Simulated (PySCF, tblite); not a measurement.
Breaking a bond: H2AlF3O, SMILES [OH2+][Al-]([F])([F])[F], singlet. The Al2–O5 bond (Al2 also carries F, F, F; O5 carries H, H) is pulled apart rigidly from the PBE0/def2-TZVP optimised geometry.

Computed with: GFN2-xTB, 300 K electronic temperature (tblite); UKS-LDA (SVWN5) = unrestricted LDA (SVWN5)/cc-pVDZ (PySCF); RKS-PBE0 = restricted PBE0/cc-pVDZ run with PySCF 2.14.0; UHF/cc-pVDZ, density fitting (PySCF); UKS-wB97X-V = unrestricted wB97X-V/cc-pVDZ in PySCF.

Energies are in kJ/mol, each relative to the lowest point of its own curve near equilibrium.

```
R / Å    GFN2-xTB  UKS-LDA (SVWN5)  RKS-PBE0    UHF  UKS-wB97X-V
-----  ----------  ---------------  --------  -----  -----------
1.54   (withheld)            153.2     170.4  172.8        176.1
1.65         32.3       (withheld)      74.1   74.9         77.5
1.74          9.8             23.9      31.1   31.3         33.1
1.81          2.2              8.1      12.5   12.5         13.7
1.87          0.0              1.6       3.9    3.8          4.5
1.92          0.3              0.0       0.6    0.6          0.9
1.96          1.7              0.6       0.0    0.0          0.0
2.02          5.0              3.9       1.6    1.7          1.3
2.10         11.3             11.6       7.1    7.5          6.6
2.21         22.1             25.8      18.7   19.3         18.0
2.37         40.1             49.3      38.8   39.6         38.3
2.59         65.2       (withheld)      66.2   66.9         66.2
2.87         94.3            113.4      95.1   95.3         96.1
3.14        116.6       (withheld)     116.0  115.6        118.0
3.49        136.7            159.8     135.3  134.2        138.4
3.87        149.4            175.9     149.3  147.6        153.2
4.19        155.5       (withheld)     157.3  155.3        161.5
4.76        161.1            194.3     165.9  163.8        170.4
5.22        163.3       (withheld)     169.7  167.6        174.3
5.83        165.0            200.9     172.3  170.6        177.0
6.76        166.4            202.6     174.3  172.9        178.9
```

Complete the blanks.


- 1.54, GFN2-xTB: 93.9
- 1.65, UKS-LDA (SVWN5): 62.8
- 2.59, UKS-LDA (SVWN5): 80.5
- 3.14, UKS-LDA (SVWN5): 137.5
- 4.19, UKS-LDA (SVWN5): 184.9
- 5.22, UKS-LDA (SVWN5): 198.2
